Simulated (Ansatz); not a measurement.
A nudged elastic band was laid between two geometries of H6O2Si2 (10 atoms, charge 0, multiplicity 1).

These are results of UKS PBE/cc-pVDZ (Ansatz), not measurements.

```yaml
movable_images: 5
climbing_image: yes
spring: 5.0 eV/Å²
optimiser: quadratic models (default)
start_path: through a guess of the saddle point
force_threshold: 0.5 eV/Å
iteration_limit: 60
end_points: relaxed
```

First end point:

```xyz
10
Properties=species:S:1:pos:R:3
O -1.349 0.398 -1.478
Si 0.060 0.604 -0.540
O 1.458 -0.028 -1.285
Si -0.048 -0.559 1.508
H -1.599 -0.541 -1.580
H 0.125 2.105 -0.408
H 1.701 0.445 -2.105
H -0.267 -2.032 1.251
H -1.213 -0.050 2.325
H 1.216 -0.392 2.316
```

Last end point:

```xyz
10
Properties=species:S:1:pos:R:3
O -1.255 0.694 -1.037
Si 0.699 1.070 -0.097
O 1.235 -0.171 -1.257
Si 0.052 -0.561 1.589
H -0.777 0.022 -1.593
H -1.418 1.442 -1.651
H 1.789 0.254 -1.942
H -0.557 -1.827 1.014
H -0.947 0.006 2.579
H 1.263 -0.981 2.399
```

Q: What changes between the two ends?

A: Bonds broken: Si2–H6. Bonds formed: O1–H6.

Q: Give the energies along the band, and the barrier.

A: The forces met the threshold. The highest image is number 3 of 0 to 6, 2.76 eV above the first end and 0.86 eV above the last; the last end lies 1.89 eV above the first. The threshold of 0.5 eV/Å is loose, so the images may lie well off the minimum-energy path. Neighbouring images differ by up to 2.0 eV, so the band resolves the path poorly. The order of the stationary point at the top wasn't checked. The orbitals stay closed-shell, which can raise the energy where a bond breaks towards radicals; this wasn't checked here.

```tsv
image	path coordinate (Å)	energy (eV)	Si2–H6 (Å)	O1–H6 (Å)
0	0.00	0.00	1.51	2.50
1	0.80	0.16	1.51	2.52
2	1.60	0.74	1.50	2.20
3	2.40	2.76	1.63	1.33
4	2.91	2.13	2.12	1.00
5	3.42	1.94	2.55	0.98
6	3.93	1.89	2.65	0.98
```

Q: What is the geometry of the highest image?

A: 
```xyz
10
Properties=species:S:1:pos:R:3
O -1.457 0.437 -1.158
Si 0.306 0.796 -0.303
O 1.448 -0.141 -1.195
Si 0.073 -0.552 1.644
H -1.320 0.026 -2.046
H -0.817 1.604 -1.165
H 1.817 0.366 -1.944
H -0.366 -1.928 1.195
H -0.974 0.014 2.566
H 1.373 -0.671 2.409
```

The run took 71 s on 2 threads of Intel(R) Xeon(R) 6975P-C (Granite Rapids), with other jobs on the host, peak memory 0.18 GiB.
